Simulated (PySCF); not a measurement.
PySCF input for Be(SMe)(OSiH3) (CH6BeOSSi), SMILES [Be]([S]C)[O][SiH3], PBE0-D3(BJ)/def2-SVP. Geometry optimised at PBE0-D3(BJ)/def2-SVP. The structure was generated by enumeration; whether it is a known compound was not checked. The values are those of a single conformer.

```python
import numpy as np
from pyscf import gto, scf, dft, df
from pyscf.hessian import thermo

mol = gto.M(
    atom='''
    Be   -0.05512382    0.38270110   -0.13217960
    S    -1.52002565    1.56041797    0.14333369
    C    -2.61724221    0.51301558    1.17254343
    H    -2.93206081   -0.39461571    0.64022715
    H    -3.51082760    1.11333249    1.38939406
    H    -2.14460935    0.24083434    2.12585823
    O     1.04241118   -0.48638142   -0.34463269
    Si    2.31269144   -1.51136428   -0.58672345
    H     1.83756616   -2.76767014   -1.23994600
    H     2.94718543   -1.85632691    0.72060048
    H     3.33013525   -0.86098812   -1.46482524
    ''',
    basis='def2-SVP',
    charge=0,
    spin=0,
    max_memory=1600,
    verbose=3,
)
mf = dft.RKS(mol, xc='pbe0').density_fit(auxbasis='def2-universal-jkfit')
mf.disp = 'd3bj'
mf.grids.level = 3
mf.conv_tol = 1e-11
mf.max_cycle = 100
mf.kernel()

# [left out here: the lines that compute and print the analytic Hessian (its translational invariance restored by hand, since the grid's response is missing), thermochemistry and intensities]
```

Log of the run:

```
converged SCF energy = -818.766701324223

WARN: DFTD3 does not support analytical Hessian, using finite difference


WARN: Mole.unit (angstrom) is changed to Bohr

Mode                                 0                   1                   2
Irrep
Freq [cm^-1]                      -16.9205             48.9426             53.1086
Reduced mass [au]                   1.1164              3.7199              4.0077
Force const [Dyne/A]               -0.0002              0.0052              0.0067
Char temp [K]                     -24.3448             70.4175             76.4115
Normal mode                   x     y     z       x     y     z       x     y     z
       0  Be                -0.01 -0.01 -0.01   -0.05 -0.04 -0.09   -0.03 -0.09  0.06
       1   S                -0.02 -0.01 -0.03    0.02  0.02  0.04    0.02 -0.01 -0.01
       2   C                 0.03  0.03  0.06    0.00  0.00  0.01   -0.08  0.10  0.00
       3   H                 0.03 -0.00  0.11   -0.13  0.10 -0.08   -0.13  0.10  0.02
       4   H                 0.03  0.03  0.06    0.08  0.07  0.16   -0.05  0.17 -0.05
       5   H                 0.07  0.08  0.06    0.06 -0.16 -0.07   -0.13  0.10  0.02
       6   O                -0.00 -0.00 -0.00   -0.08 -0.06 -0.14   -0.05 -0.11  0.07
       7  Si                 0.00  0.00  0.00    0.03  0.02  0.05    0.05  0.04 -0.04
       8   H                 0.09  0.22 -0.48    0.19 -0.05  0.08    0.15  0.03 -0.09
       9   H                -0.33 -0.41  0.06   -0.08  0.15  0.14    0.15  0.03 -0.09
      10   H                 0.25  0.20  0.44    0.07  0.05  0.12   -0.06  0.19 -0.05
Mode                                 3                   4                   5
Irrep
Freq [cm^-1]                       75.2994            126.1206            316.6536
Reduced mass [au]                   1.1263              4.2919              8.6160
Force const [Dyne/A]                0.0038              0.0402              0.5090
Char temp [K]                     108.3390            181.4594            455.5940
Normal mode                   x     y     z       x     y     z       x     y     z
       0  Be                 0.01  0.00  0.01    0.02 -0.03  0.00   -0.13 -0.10 -0.24
       1   S                -0.01 -0.01 -0.03   -0.00 -0.05  0.02    0.01  0.01  0.03
       2   C                 0.00  0.00  0.01   -0.13  0.09  0.03    0.00  0.00  0.00
       3   H                -0.42  0.26 -0.19   -0.19  0.10  0.06    0.02 -0.01  0.01
       4   H                 0.25  0.20  0.47   -0.08  0.19 -0.04   -0.02 -0.01 -0.03
       5   H                 0.20 -0.43 -0.22   -0.19  0.10  0.06   -0.01  0.02  0.01
       6   O                 0.03  0.02  0.06    0.09  0.09 -0.08    0.04  0.04  0.08
       7  Si                -0.00 -0.00 -0.01    0.02 -0.03  0.00    0.00  0.00  0.00
       8   H                -0.06  0.02 -0.01   -0.06 -0.02  0.04   -0.07  0.04 -0.02
       9   H                 0.03 -0.04 -0.04   -0.05 -0.02  0.04    0.05 -0.06 -0.04
      10   H                -0.02 -0.01 -0.03    0.10 -0.14  0.01   -0.02 -0.01 -0.03
Mode                                 6                   7                   8
Irrep
Freq [cm^-1]                      352.8547            402.4581            720.8252
Reduced mass [au]                  10.9278              8.3018              6.5431
Force const [Dyne/A]                0.8016              0.7923              2.0031
Char temp [K]                     507.6793            579.0477           1037.1070
Normal mode                   x     y     z       x     y     z       x     y     z
       0  Be                 0.08  0.11 -0.09   -0.12 -0.17  0.14   -0.01  0.00  0.01
       1   S                -0.09  0.06  0.02   -0.04  0.08 -0.01   -0.06 -0.05  0.05
       2   C                -0.04  0.00  0.02    0.03 -0.02 -0.01    0.14  0.12 -0.13
       3   H                -0.02 -0.00  0.01    0.07 -0.02 -0.03    0.10  0.11 -0.09
       4   H                -0.05 -0.03  0.04   -0.02 -0.11  0.05    0.12  0.09 -0.10
       5   H                -0.02 -0.00  0.01    0.07 -0.02 -0.03    0.09  0.10 -0.11
       6   O                 0.02 -0.06  0.01    0.04  0.03 -0.03   -0.00  0.00  0.00
       7  Si                 0.07 -0.06 -0.01    0.04 -0.03 -0.01    0.01 -0.01 -0.00
       8   H                 0.10 -0.06 -0.03    0.01 -0.03  0.01    0.02 -0.01 -0.00
       9   H                 0.10 -0.06 -0.03    0.01 -0.03  0.01    0.02 -0.01 -0.01
      10   H                 0.05 -0.03 -0.02    0.08 -0.08 -0.00   -0.01  0.01 -0.00
Mode                                 9                  10                  11
Irrep
Freq [cm^-1]                      735.3012            736.1601            896.6138
Reduced mass [au]                   1.1889              1.1955              6.4929
Force const [Dyne/A]                0.3787              0.3817              3.0754
Char temp [K]                    1057.9347           1059.1705           1290.0277
[...]
       8   H                 0.24  0.11 -0.36    0.00  0.29 -0.59    0.02  0.01 -0.03
       9   H                -0.34 -0.17  0.14    0.36  0.58 -0.01   -0.04 -0.02  0.01
      10   H                -0.34 -0.29 -0.61    0.14 -0.19  0.04   -0.04 -0.03 -0.06
Mode                                15                  16                  17
Irrep
Freq [cm^-1]                      974.2506            991.8904           1335.3521
Reduced mass [au]                   1.2137              1.1774              1.1545
Force const [Dyne/A]                0.6787              0.6825              1.2129
Char temp [K]                    1401.7297           1427.1094           1921.2744
Normal mode                   x     y     z       x     y     z       x     y     z
       0  Be                 0.00 -0.01  0.00   -0.01  0.00  0.00    0.02 -0.01 -0.01
       1   S                -0.02  0.02 -0.00    0.00  0.00 -0.00    0.00  0.00 -0.00
       2   C                 0.07 -0.09 -0.00    0.01 -0.01  0.00    0.06  0.06 -0.06
       3   H                -0.39 -0.02  0.15   -0.04 -0.00  0.02   -0.29 -0.13  0.42
       4   H                 0.34  0.45 -0.37    0.03  0.04 -0.03   -0.19 -0.42  0.28
       5   H                -0.34  0.02  0.24   -0.04 -0.00  0.03   -0.45 -0.25  0.13
       6   O                 0.01 -0.01 -0.00   -0.02  0.02  0.00   -0.01  0.01  0.00
       7  Si                -0.01  0.01  0.00    0.05 -0.04 -0.01    0.00 -0.00 -0.00
       8   H                 0.04 -0.01  0.01   -0.50  0.18 -0.02    0.01 -0.00  0.00
       9   H                 0.02 -0.03 -0.02   -0.34  0.32  0.27    0.01 -0.01 -0.01
      10   H                 0.02 -0.03  0.00   -0.28  0.43 -0.04    0.01 -0.01  0.00
Mode                                18                  19                  20
Irrep
Freq [cm^-1]                     1454.0559           1458.4111           1459.5469
Reduced mass [au]                   1.0513              1.0518              9.2628
Force const [Dyne/A]                1.3096              1.3180             11.6260
Char temp [K]                    2092.0628           2098.3289           2099.9630
Normal mode                   x     y     z       x     y     z       x     y     z
       0  Be                -0.00  0.00 -0.00   -0.00 -0.00 -0.00    0.20 -0.16 -0.04
       1   S                 0.00 -0.00 -0.00   -0.00 -0.00 -0.00   -0.01  0.01  0.00
       2   C                 0.04 -0.05  0.00   -0.03 -0.02 -0.05   -0.01 -0.01  0.01
       3   H                -0.38  0.34 -0.39    0.44 -0.13 -0.11    0.02  0.01 -0.05
       4   H                -0.11 -0.30  0.18    0.31  0.25  0.59    0.02  0.04 -0.03
       5   H                -0.06  0.59  0.22   -0.39  0.17  0.21    0.04  0.03 -0.01
       6   O                 0.00 -0.00  0.00    0.00  0.00  0.00   -0.12  0.09  0.02
       7  Si                 0.00 -0.00 -0.00   -0.00 -0.00 -0.00    0.01 -0.01 -0.00
       8   H                -0.00  0.00  0.00    0.00 -0.00  0.00    0.05 -0.01  0.00
       9   H                -0.00  0.00  0.00   -0.00  0.00 -0.00    0.03 -0.03 -0.03
      10   H                -0.00  0.00 -0.00    0.00  0.00  0.00    0.02 -0.05  0.01
Mode                                21                  22                  23
Irrep
Freq [cm^-1]                     2235.4284           2237.3014           2240.6099
Reduced mass [au]                   1.0516              1.0441              1.0264
Force const [Dyne/A]                3.0961              3.0791              3.0361
Char temp [K]                    3216.2837           3218.9786           3223.7388
Normal mode                   x     y     z       x     y     z       x     y     z
       0  Be                -0.00 -0.00 -0.00    0.00 -0.00 -0.00   -0.00  0.00  0.00
       1   S                 0.00  0.00  0.00   -0.00  0.00  0.00    0.00 -0.00 -0.00
       2   C                -0.00 -0.00  0.00    0.00  0.00 -0.00   -0.00 -0.00  0.00
       3   H                 0.00 -0.00 -0.00   -0.00  0.00  0.00   -0.00  0.00 -0.00
       4   H                 0.00  0.00  0.00   -0.00 -0.00  0.00    0.00  0.00 -0.00
       5   H                -0.00 -0.00  0.00   -0.00 -0.00 -0.00    0.00  0.00  0.00
       6   O                 0.00  0.00  0.00   -0.00  0.00  0.00    0.00 -0.00 -0.00
       7  Si                -0.02 -0.02 -0.03    0.01  0.03 -0.02    0.02  0.00 -0.01
       8   H                 0.23  0.60  0.30   -0.19 -0.50 -0.28    0.10  0.26  0.13
       9   H                 0.28 -0.16  0.59    0.28 -0.14  0.56   -0.13  0.08 -0.28
      10   H                -0.00 -0.00 -0.02   -0.29 -0.19  0.25   -0.60 -0.39  0.52
Mode                                24                  25                  26
Irrep
Freq [cm^-1]                     3072.6973           3185.9674           3188.4309
Reduced mass [au]                   1.0313              1.1095              1.1065
Force const [Dyne/A]                5.7367              6.6351              6.6277
Char temp [K]                    4420.9272           4583.8977           4587.4422
Normal mode                   x     y     z       x     y     z       x     y     z
       0  Be                -0.00  0.00  0.00   -0.00 -0.00 -0.00    0.00  0.00 -0.00
       1   S                 0.00 -0.00  0.00   -0.00 -0.00 -0.00    0.00 -0.00  0.00
       2   C                 0.03  0.03 -0.03    0.04  0.03  0.08   -0.06  0.07  0.00
       3   H                -0.16 -0.48 -0.30   -0.18 -0.55 -0.33   -0.11 -0.29 -0.19
       4   H                -0.43  0.30  0.10    0.00  0.01  0.01    0.64 -0.44 -0.15
       5   H                 0.27 -0.14  0.50   -0.30  0.17 -0.57    0.15 -0.07  0.31
       6   O                 0.00 -0.00 -0.00    0.00  0.00  0.00    0.00 -0.00  0.00
       7  Si                -0.00  0.00  0.00    0.00 -0.00  0.00   -0.00  0.00 -0.00
       8   H                 0.00 -0.00 -0.00   -0.00  0.00 -0.00   -0.00 -0.00 -0.00
       9   H                 0.00 -0.00  0.00    0.00 -0.00 -0.00    0.00 -0.00  0.00
      10   H                 0.00 -0.00 -0.00   -0.00 -0.00 -0.00   -0.00 -0.00  0.00
temperature 298.1500 [K]
pressure 101325.00 [Pa]
Rotational constants [GHz] 11.79367 0.93859 0.88339
Symmetry number 1
Zero-point energy (ZPE) 0.07099 [Eh]   186383.940 [J/mol]
                           tot       elec      trans        rot        vib
Entropy [J/mol/K]       373.499      0.000    166.575    116.683     90.242
Cv [J/mol/K]             99.552      0.000     12.472     12.472     74.608
Cp [J/mol/K]            107.866      0.000     20.786     12.472     74.608
Internal energy [J/mol]                      3718.434   3718.434 198973.188
Internal energy [Eh]   -818.68808  -818.76670
Enthalpy [J/mol]                             6197.391   3718.434 198973.188
Enthalpy [Eh]          -818.68714
Gibbs free energy [J/mol]                  -43466.872 -31070.563 172067.642
Gibbs free energy [Eh] -818.72955
mode   freq/cm-1   IR/(km/mol)
   1      -16.92         0.376
   2       48.94         0.006
   3       53.11         0.568
   4       75.30         0.000
   5      126.12         4.213
   6      316.65        42.619
   7      352.85        20.964
   8      402.46        28.973
   9      720.83         5.976
  10      735.30        64.092
  11      736.16        66.534
  12      896.61         8.867
  13      951.55        75.682
  14      954.08        82.156
  15      957.05        13.721
  16      974.25        26.002
  17      991.89       473.350
  18     1335.35        37.642
  19     1454.06        10.049
  20     1458.41         7.658
  21     1459.55       893.347
  22     2235.43       155.437
  23     2237.30       133.539
  24     2240.61        99.942
  25     3072.70        21.975
  26     3185.97         2.343
  27     3188.43         1.103
max |gradient| / (hartree/bohr): 0.0001356086949623621
APT charges: [ 1.0502e+00 -4.8910e-01  9.2100e-02 -1.0000e-03  1.5300e-02 -1.0000e-03
 -1.3890e+00  1.6174e+00 -2.9920e-01 -2.9920e-01 -2.9650e-01]
```

The calculation finished and met its thresholds. The end point has an imaginary mode, so it is no minimum.
